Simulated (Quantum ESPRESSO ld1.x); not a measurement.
The numbers below are computed, except where a source is named.
Problem. Radial electron density D(r) = 4 pi r^2 rho(r) of an atom or ion with 49 electrons. Level of theory: scalar-relativistic Kohn-Sham, BLYP, spin-unpolarised, spherical densities, point nucleus (ld1.x of Quantum ESPRESSO 7.5).

r (bohr),D(r) (e/bohr)
0.001207,3.113
0.001585,4.913
0.002097,7.753
0.002752,11.87
0.003642,17.96
0.00478,26.07
0.006324,36.73
0.008301,48.67
0.01098,60.72
0.01442,69.26
0.01908,71.78
0.02504,67.93
0.03313,62.96
0.04383,66.32
0.05754,80.40
0.07613,93.08
0.09993,87.17
0.1322,70.30
0.1735,69.97
0.2296,79.41
0.3014,63.10
0.3988,32.92
0.5234,27.69
0.6926,30.86
0.9091,20.29
1.203,8.624
1.591,3.771
2.089,1.451
2.764,0.2651
3.628,0.01832
4.8,0.0002909

What is the nuclear charge?

Solution. Z = 55. The innermost maximum, from 1s, lies near gamma/Z bohr with gamma = sqrt(1 - (Z/c)^2) = 0.916, here 0.0167 bohr (found: 0.0182), and its height grows with Z. The density is that of the caesium ion Cs6+ in [Kr] 4d10 5s2 5p1; the configuration itself is not fixed sharply by these data, and Z only to a few units. D(r) has 4 maxima, at r = 0.0182, 0.0805, 0.230, 0.650 bohr, and minima at 0.0353, 0.151, 0.479 bohr, inside which lie 1.97, 11.17, 29.01 electrons.
